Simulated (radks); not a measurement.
Results of a calculation; reference values are marked as such.
Valence configurations of Tl II. Level of theory: Dirac Kohn-Sham, PBE, spin-unpolarised, spherical densities, finite nucleus; open shells fill j = l - 1/2 first; Fermi nuclear charge, rms radius 5.4759 fm (a radial shooting solver on a logarithmic mesh with Libxc functionals). Energies are relative to [Hg]; eigenvalues in eV.

\begin{tabular}{lrrrrrr}
valence & E (eV) & e(4f5/2) & e(4f7/2) & e(5d3/2) & e(5d5/2) & e(6p1/2) \\ \hline
[Hg] & 0.000 & -123.54 & -118.94 & -24.099 & -21.891 & - \\
[Xe] 4f14 5d9.5 6s2 6p0.5 & 6.615 & -126.22 & -121.62 & -26.156 & -23.890 & -10.039 \\
[Xe] 4f14 5d8 6s2 6p2 & 30.204 & -134.34 & -129.73 & -32.190 & -29.745 & -12.138 \\
[Xe] 4f14 5d10 6p2 & 14.386 & -126.30 & -121.70 & -26.665 & -24.421 & -10.657 \\
[Xe] 4f14 5d10 6s1 6p1 & 7.108 & -124.95 & -120.35 & -25.420 & -23.194 & -9.995 \\
[Xe] 4f13 5d10 6s2 6p1 & 117.90 & -141.85 & -137.12 & -29.923 & -27.425 & -10.851 \\
[Xe] 4f13 5d10 6p3 & 135.58 & -145.14 & -140.40 & -32.972 & -30.434 & -12.474 \\
[Xe] 4f12 5d10 6p4 & 274.40 & -164.69 & -159.81 & -39.513 & -36.680 & -14.241 \\
[Xe] 4f14 5d10 6s1.5 6p0.5 & 3.532 & -124.26 & -119.66 & -24.770 & -22.553 & -9.647 \\
[Xe] 4f13.5 5d10 6s0.5 6p2 & 68.119 & -134.64 & -129.97 & -28.865 & -26.486 & -11.070 \\
\end{tabular}

NIST lists [Hg] as the ground configuration; this level of theory agrees among the configurations tried. The energies are those of spherical spin-averaged densities, not of single terms.
